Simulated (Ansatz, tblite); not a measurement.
Removing and adding an electron: `FC(F)(F)c1cnc(-c2cnc(-c3cnc(-c4cnc(-c5cnc(-c6cnc(C(F)(F)F)s6)s5)s4)s3)s2)s1`. The state is a singlet with charge 0. Geometry: PBE-D4/def2-SVP. Ansatz, gas phase; energy differences of separate SCF runs; the oxidised species was run as a doublet alone; the reduced species was run as a doublet alone.

```csv
atom,x (Å),y (Å),z (Å)
F1,3.944,11.329,1.779
C2,4.115,10.022,1.481
F3,4.687,9.946,0.255
F4,5.007,9.507,2.361
C5,2.803,9.303,1.530
C6,1.558,9.835,1.832
N7,0.515,8.964,1.808
C8,0.917,7.746,1.490
C9,0.028,6.612,1.387
C10,-1.354,6.620,1.601
N11,-1.992,5.437,1.449
C12,-1.150,4.470,1.117
C13,-1.552,3.105,0.892
C14,-2.853,2.595,0.985
N15,-2.999,1.276,0.730
C16,-1.842,0.706,0.431
C17,-1.700,-0.692,0.115
C18,-2.725,-1.643,0.075
N19,-2.357,-2.905,-0.247
C20,-1.054,-2.992,-0.468
C21,-0.378,-4.209,-0.829
C22,0.972,-4.464,-1.093
N23,1.291,-5.740,-1.411
C24,0.216,-6.516,-1.406
C25,0.265,-7.929,-1.711
C26,1.399,-8.671,-2.048
N27,1.190,-9.993,-2.293
C28,-0.075,-10.301,-2.155
C29,-0.646,-11.687,-2.360
F30,0.315,-12.560,-2.676
F31,-1.270,-12.118,-1.238
F32,-1.570,-11.683,-3.350
S33,-1.131,-8.971,-1.707
S34,-1.286,-5.688,-0.998
S35,-0.184,-1.461,-0.279
S36,-0.462,1.817,0.454
S37,0.534,4.997,0.970
S38,2.657,7.606,1.196
H39,1.394,10.893,2.079
H40,-1.903,7.531,1.877
H41,-3.714,3.224,1.251
H42,-3.773,-1.393,0.290
H43,1.759,-3.695,-1.054
H44,2.403,-8.232,-2.115
```

The xTB rows come from tblite. Single mean-field runs in def2-SVP are fitted with def2-universal-jkfit.

| level | −HOMO (eV) | vertical IE (eV) | −LUMO (eV) | vertical EA (eV) | HOMO–LUMO gap (eV) | IE − EA (eV) |
| --- | --- | --- | --- | --- | --- | --- |
| GFN1-xTB | 11.20 | 12.71 | 9.72 | 8.25 | 1.47 | 4.45 |
| GFN2-xTB | 10.95 | 12.43 | 9.46 | 8.06 | 1.49 | 4.37 |
| PBE-D4/def2-SVP | 5.49 | 6.95 | 3.88 | 2.52 | 1.61 | 4.43 |
| PBE0-D4/def2-SVP | 6.32 | 7.34 | 3.43 | 2.50 | 2.89 | 4.84 |
| r2SCAN0-D4/def2-SVP | 6.46 | 7.41 | 3.49 | 2.58 | 2.97 | 4.83 |

 Raw xTB energy differences between charge states are shifted by several eV; the methods need an empirical correction for them. Sets without diffuse functions give affinities that are too small.
